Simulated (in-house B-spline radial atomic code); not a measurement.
**RPBE excitations of Ge III (Ge2+)**

Method: RPBE. Computed with an all-electron radial atomic-structure program (B-spline basis): linear response of the closed shell [Ar] 3d10 4s2 with the functional's adiabatic kernel; non-relativistic, point nucleus, no spin-orbit coupling, no double excitations, S, P, D and F terms only; shells from n = 2 respond. Only terms of natural parity with L up to 3 were computed.

Without relativity these are model numbers for so heavy an element.

Command:
```bash
python run_td.py task.json out
```
Settings (radii: box in bohr, nucleus in fm):
```
Z                        32
electrons                30
configuration            [Ar] 3d10 4s2
hamiltonian              nr
method                   rpbe,pbe
box_radius               29.48
intervals                56
```

Time taken, with all properties: 0.8 s on 1 thread of Intel(R) Xeon(R) Platinum 8488C (Sapphire Rapids), with other jobs on the host.

The lowest states, in the order of their Tamm-Dancoff energies; the method's threshold (minus the highest occupied level) is 28.613 eV. Labels give the largest channel, * marks a mixed state, and oscillator strengths are full-response dipole values. Semilocal kernels can invert the small singlet-triplet splittings of Rydberg terms. Energies in eV:

```csv
state,full response,Tamm-Dancoff,oscillator strength
4s → 4p 3P,7.288,7.478,-
4s → 4p 1P,11.021,11.496,1.63
4s → 5s 3S,?,?,-
4s → 4d 3D,18.698,18.742,-
4s → 5s 1S,19.160,19.192,-
4s → 4d 1D,19.379,19.394,-
4s → 5p 3P,20.969,20.983,-
4s → 5p 1P,21.334,21.384,0.00282
4s → 6s 3S,24.009,24.011,-
4s → 6s 1S,24.146,24.154,-
4s → 5d 3D,?,?,-
4s → 4f 3F,24.369,24.377,-
4s → 4f 1F,24.410,24.415,-
4s → 5d 1D,24.439,24.442,-
```

Problem. Where does 4s → 5d 3D lie?

Solution. At 24.281 eV in full response, 24.290 eV in Tamm-Dancoff.

Problem. Where does 4s → 5s 3S lie?

Solution. At 18.529 eV in full response, 18.539 eV in Tamm-Dancoff.

Problem. How large is the singlet-triplet splitting of 4s → 4p (P terms) in Tamm-Dancoff?

Solution. 4.02 eV, from the unrounded values.

Problem. What polarisabilities and dispersion coefficient does the method give?

Solution. Dipole 11.12 bohr³, quadrupole 33.96 bohr⁵, C6 44.16 hartree·bohr⁶ for two such species.
